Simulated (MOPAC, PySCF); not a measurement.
CH4OSi, SMILES `OC=[SiH2]` (H–O–C–Si torsion 164°), neutral singlet in the gas phase. 

Z-matrix (Å, degrees):
```
C
O 1 1.3676
H 2 0.9627 1 110.08
H 1 1.0878 2 115.69 3 -11.05
Si 1 1.7317 4 118.29 2 -175.25
H 5 1.4698 1 116.06 4 -14.55
H 5 1.4711 6 118.36 1 160.10
```
Charge 0, spin multiplicity 1.

All levels are single points at this geometry (B3LYP-D3(BJ)/def2-TZVP); Pople sets use spherical d functions. Orbital energies aren't observables, and empty levels follow the basis.

```csv
level,HOMO (eV),LUMO (eV),gap (eV),dipole (D),"vertical IE, Delta-SCF (eV)"
B3LYP-D3(BJ)/def2-TZVP in PySCF,-5.49,-1.14,4.35,1.57,7.85
M06-2X/6-31G* in PySCF,-6.48,0.19,6.67,1.84,–
HF/3-21G in PySCF,-7.56,2.74,10.30,2.23,–
AM1 in MOPAC,-8.37,-0.45,7.93,2.07,–
PM6 in MOPAC,-7.32,-0.71,6.61,2.13,–
PM7 in MOPAC,-8.64,-0.79,7.85,2.90,–
```
